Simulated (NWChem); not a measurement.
**ITl in NWChem**

SMILES: [Tl][I]
```xyz
2

Tl     0.0000     0.0000    -1.1460
I      0.0000     0.0000     1.7514
```
Charge 0, spin multiplicity 1.

All runs are NWChem calculations. All single points use one geometry, from B3LYP/def2-SVP with def2 effective core potentials on I, Tl, a minimum by its harmonic frequencies.

Symmetry labels belong to the abelian group C2v used in the runs, with the axes of the coordinates shown; states degenerate in a higher group split over its labels.

Effective core potentials replace the inner electrons of I, Tl; spin-orbit coupling is left out. B3LYP has NWChem's definition, with VWN1-RPA local correlation. The structure started from a generated list of species.

Task: List the lowest 6 singlet excitations that TD-B3LYP/def2-SVPD with def2 effective core potentials on I, Tl, VWN1-RPA local correlation gives, with oscillator strengths.

Result: 
```tsv
state	symmetry	energy (eV)	wavelength (nm)	f
1	a2	3.45	359	0.000
2	a1	3.51	353	0.000
3	a2	3.51	353	0.000
4	b2	3.65	340	0.012
5	b1	3.65	340	0.012
6	a1	3.94	314	0.031
```
